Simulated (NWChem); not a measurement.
# Correlation energy of HSi (+1)

```xyz
2

Si     0.0000     0.0000     0.1028
H      0.0000     0.0000    -1.4391
```
Charge +1, spin multiplicity 1.

The numbers come from NWChem runs, not from measurements. The geometry was optimised at PBE/def2-SVP, a minimum by its harmonic frequencies.

Basis set: def2-QZVP. Each correlation energy counts from its own Hartree-Fock reference.

The correlated methods keep 5 core orbitals frozen. The structure started from a generated list of species. Coupled-cluster values serve here as a point of comparison, not as the truth.

Question: One of these methods gave a correlation energy of -74.7 mHa. Which?
A) CR-CCSD[T]
B) CCSD
C) SCS-MP2
D) MP2

Answer: D, MP2. The others give -86.0 (SCS-MP2), -97.3 (CR-CCSD[T]), -95.6 (CCSD).
